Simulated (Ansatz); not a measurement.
The input (input.yaml):

```yaml
crystal:
  periodic: [false, false, false]
  atoms:
    - { symbol: B, position_ang: [-0.013681, 0.163084, 0.386724] }
    - { symbol: O, position_ang: [-0.295721, -0.600426, 1.542308] }
    - { symbol: H, position_ang: [-1.236415, -0.861131, 1.551268] }
    - { symbol: H, position_ang: [1.124048, 0.081018, -0.027611] }
    - { symbol: Cl, position_ang: [-1.300791, 0.030934, -0.997831] }
    - { symbol: "N", position_ang: [-0.16218, 1.798855, 0.807231] }
    - { symbol: H, position_ang: [-1.136436, 2.030905, 1.048582] }
    - { symbol: H, position_ang: [0.126113, 2.409803, 0.031523] }
    - { symbol: H, position_ang: [0.430863, 1.993957, 1.624906] }
basis:
  gaussian: { orbitals: "6-31G*" }
hamiltonian:
  xc: pbe
  dispersion: d4
neb:
  order_check: false
  images: 9
  f_tol: 0.03
  max_iterations: 60
  final_atoms:
    - { symbol: B, position_ang: [-0.02941628, 0.71955196, -0.26451427] }
    - { symbol: O, position_ang: [-0.10447454, -0.43580148, 2.30332561] }
    - { symbol: H, position_ang: [-0.86407112, -0.9040054, 1.90128169] }
    - { symbol: H, position_ang: [1.04485592, 0.22439001, -0.44045872] }
    - { symbol: Cl, position_ang: [-1.50476327, -0.16800442, -0.7765433] }
    - { symbol: "N", position_ang: [-0.18396196, 2.01532288, 0.25104009] }
    - { symbol: H, position_ang: [-1.08037005, 2.49739662, 0.30279553] }
    - { symbol: H, position_ang: [0.61865761, 2.59441572, 0.48942839] }
    - { symbol: H, position_ang: [-0.36065631, 0.50373311, 2.20074497] }
  initial_path:
    images:
      - { positions_ang: [[-0.013681, 0.163084, 0.386724], [-0.295721, -0.600426, 1.542308], [-1.236415, -0.861131, 1.551268], [1.124048, 0.081018, -0.027611], [-1.300791, 0.030934, -0.997831], [-0.16218, 1.798855, 0.807231], [-1.136436, 2.030905, 1.048582], [0.126113, 2.409803, 0.031523], [0.430863, 1.993957, 1.624906]] }
      - { positions_ang: [[0.00710238, 0.13752712, 0.30991155], [-0.24496173, -0.48387789, 1.58522493], [-1.18071739, -0.75993058, 1.64419423], [1.13144749, 0.08596894, -0.12438752], [-1.32941257, 0.02097494, -1.0077871], [-0.18503751, 1.78772034, 0.76815247], [-1.15284463, 2.06198782, 0.92130317], [0.19197082, 2.38357508, 0.25736145], [0.29825313, 1.81305323, 1.61312682]] }
      - { positions_ang: [[0.02788576, 0.11197024, 0.23309909], [-0.19420246, -0.36732979, 1.62814186], [-1.12501978, -0.65873015, 1.73712046], [1.13884698, 0.09091988, -0.22116405], [-1.35803413, 0.01101588, -1.0177432], [-0.20789502, 1.77658569, 0.72907395], [-1.16925325, 2.09307064, 0.79402434], [0.25782863, 2.35734716, 0.4831999], [0.16564327, 1.63214946, 1.60134764]] }
      - { positions_ang: [[0.04866914, 0.08641336, 0.15628664], [-0.14344319, -0.25078168, 1.6710588], [-1.06932217, -0.55752973, 1.83004668], [1.14624646, 0.09587082, -0.31794057], [-1.3866557, 0.00105682, -1.02769931], [-0.23075252, 1.76545103, 0.68999542], [-1.18566188, 2.12415346, 0.66674552], [0.32368645, 2.33111924, 0.70903836], [0.0330334, 1.45124568, 1.58956847]] }
      - { positions_ang: [[0.06945252, 0.06085648, 0.07947418], [-0.09268392, -0.13423357, 1.71397573], [-1.01362455, -0.45632931, 1.92297291], [1.15364595, 0.10082177, -0.41471709], [-1.41527726, -0.00890224, -1.03765541], [-0.25361003, 1.75431637, 0.6509169], [-1.2020705, 2.15523628, 0.53946669], [0.38954427, 2.30489132, 0.93487681], [-0.09957647, 1.27034191, 1.57778929]] }
      - { positions_ang: [[0.0902359, 0.0352996, 0.00266173], [-0.04192465, -0.01768547, 1.75689266], [-0.95792694, -0.35512888, 2.01589914], [1.16104544, 0.10577271, -0.51149362], [-1.44389883, -0.0188613, -1.04761151], [-0.27646754, 1.74318172, 0.61183837], [-1.21847913, 2.18631909, 0.41218786], [0.45540208, 2.2786634, 1.16071526], [-0.23218633, 1.08943814, 1.56601011]] }
      - { positions_ang: [[0.06630546, 0.17215007, -0.05077347], [-0.05443463, -0.10130867, 1.86617925], [-0.93915578, -0.46490419, 1.99297565], [1.13780754, 0.12949617, -0.49728664], [-1.45607172, -0.04868993, -0.99339787], [-0.25796642, 1.79760995, 0.53967871], [-1.19085731, 2.2485346, 0.39030939], [0.48805319, 2.34181386, 1.02645789], [-0.25788033, 0.97229713, 1.69295708]] }
      - { positions_ang: [[0.04237503, 0.30900054, -0.10420867], [-0.06694461, -0.18493187, 1.97546584], [-0.92038461, -0.57467949, 1.97005216], [1.11456963, 0.15321963, -0.48307966], [-1.46824461, -0.07851855, -0.93918423], [-0.23946531, 1.85203818, 0.46751906], [-1.1632355, 2.3107501, 0.36843093], [0.52070429, 2.40496432, 0.89220051], [-0.28357432, 0.85515613, 1.81990405]] }
      - { positions_ang: [[0.01844459, 0.44585102, -0.15764387], [-0.07945459, -0.26855507, 2.08475243], [-0.90161345, -0.68445479, 1.94712867], [1.09133173, 0.17694309, -0.46887268], [-1.48041749, -0.10834717, -0.88497058], [-0.22096419, 1.90646641, 0.3953594], [-1.13561368, 2.37296561, 0.34655246], [0.5533554, 2.46811479, 0.75794314], [-0.30926832, 0.73801512, 1.94685102]] }
      - { positions_ang: [[-0.00548584, 0.58270149, -0.21107907], [-0.09196456, -0.35217827, 2.19403902], [-0.88284229, -0.79423009, 1.92420518], [1.06809382, 0.20066655, -0.4546657], [-1.49259038, -0.1381758, -0.83075694], [-0.20246307, 1.96089465, 0.32319975], [-1.10799186, 2.43518111, 0.324674], [0.5860065, 2.53126525, 0.62368577], [-0.33496232, 0.62087412, 2.073798]] }
      - { positions_ang: [[-0.02941628, 0.71955196, -0.26451427], [-0.10447454, -0.43580148, 2.30332561], [-0.86407112, -0.9040054, 1.90128169], [1.04485592, 0.22439001, -0.44045872], [-1.50476327, -0.16800442, -0.7765433], [-0.18396196, 2.01532288, 0.25104009], [-1.08037005, 2.49739662, 0.30279553], [0.61865761, 2.59441572, 0.48942839], [-0.36065631, 0.50373311, 2.20074497]] }
```

Run as:

```bash
$ ansatz run input.yaml --threads 1 --pin off --max-ram 2048MiB --backend cpu --events-out ev --progress --plain --runs-dir out
```

Hardware: 1 thread of Intel(R) Xeon(R) 6975P-C (Granite Rapids), with other jobs on the host.

Problem. Roughly how long does this run take, and how much memory?

Solution. 110 s, with a peak of 0.13 GiB, for 11 band iterations.
